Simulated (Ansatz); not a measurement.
The cluster BeBr2 (the lowest singlet isomer of a short search) was relaxed with PBE-D4 (def2-TZVP) in Ansatz in these states: charge +1 doublet, neutral quintet, neutral singlet, neutral triplet. The geometries follow in no particular order.

A:

```xyz
3

Be    0.554   -0.133   -0.922
Br   -0.452   -1.908    0.640
Br   -0.102    2.041    0.282
```

B:

```xyz
3

Be   -0.212   -0.960    0.396
Br   -0.386    1.097    1.032
Br    0.599   -0.137   -1.428
```

C:

| atom | x (Å) | y (Å) | z (Å) |
| --- | --- | --- | --- |
| Be1 | 0.0000 | 0.0000 | -0.0001 |
| Br2 | -1.2301 | 1.5172 | -0.1658 |
| Br3 | 1.2301 | -1.5172 | 0.1659 |

D:

```tsv
atom	x (Å)	y (Å)	z (Å)
Be1	0.000	0.000	0.000
Br2	-1.810	0.681	0.495
Br3	1.810	-0.681	-0.495
```

Task: Judge from the bond lengths which geometry belongs to which state (an estimate).

Result: A is the neutral quintet (Be1–Br2 2.570 Å, Be1–Br3 2.570 Å); B is the neutral triplet (Be1–Br2 2.160 Å, Be1–Br3 2.160 Å); C is the neutral singlet (Be1–Br2 1.960 Å, Be1–Br3 1.960 Å); D is the charge +1 doublet (Be1–Br2 1.996 Å, Be1–Br3 1.996 Å).

At PBE-D4/def2-TZVP the gap within one spin of the charge 0 quintet nearly closes, so an electron or hole may be smeared out by delocalisation error. At PBE-D4/def2-TZVP the gap within one spin of the relaxed charge 1 doublet nearly closes, so an electron or hole may be smeared out by delocalisation error. At PBE0-D4/def2-TZVP a singlet lies 10.27 eV below the neutral quintet. At PBE0-D4/def2-TZVP a singlet lies 4.05 eV below the neutral triplet. In the triplet, Br2 and Br3 lie 2.92 Å apart (atoms count from 1), so these atoms are partly bonded to each other. These are the stationary points nearest to one start from a short search; other shapes may lie lower in each state.
